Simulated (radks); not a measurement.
Values are calculated unless marked as measured or tabulated.
Isoelectronic series with 20 electrons, each ion in its NIST ground configuration. Level of theory: Dirac Kohn-Sham, PBE, spin-unpolarised, spherical densities, finite nucleus; open shells fill j = l - 1/2 first; Fermi nuclear charge, rms radius of each element as measured or else 0.836 A^(1/3) + 0.57 fm (a radial shooting solver on a logarithmic mesh with Libxc functionals). Total energies (hartree) and mean radii <r> (bohr):

ion    configuration  E (hartree)   3d3/2   3p3/2   3p1/2
Cd28+       [Ar] 3d2  -5071.28653  0.2882  0.3258  0.3175
In29+       [Ar] 3d2  -5309.77061  0.2802  0.3173  0.3088
Sn30+       [Ar] 3d2  -5554.20818  0.2725  0.3092  0.3006
Sb31+       [Ar] 3d2  -5804.64381  0.2653  0.3015  0.2927
Te32+       [Ar] 3d2  -6061.11832  0.2585  0.2941  0.2853
I33+        [Ar] 3d2  -6323.68433  0.2519  0.2871  0.2781
Xe34+       [Ar] 3d2  -6592.38231  0.2457  0.2804  0.2713
Cs35+       [Ar] 3d2   -6867.2654  0.2398  0.2740  0.2648
Ba36+       [Ar] 3d2   -7148.3807  0.2342  0.2679  0.2585
La37+       [Ar] 3d2   -7435.7845  0.2288  0.2621  0.2525
Ce38+       [Ar] 3d2   -7729.5285  0.2236  0.2564  0.2468
Pr39+       [Ar] 3d2   -8029.6707  0.2187  0.2511  0.2412
Nd40+       [Ar] 3d2   -8336.2674  0.2140  0.2459  0.2359
Pm41+       [Ar] 3d2   -8649.3735  0.2095  0.2409  0.2308
Sm42+       [Ar] 3d2   -8969.0395  0.2051  0.2361  0.2259
Eu43+       [Ar] 3d2   -9295.3670  0.2009  0.2315  0.2211
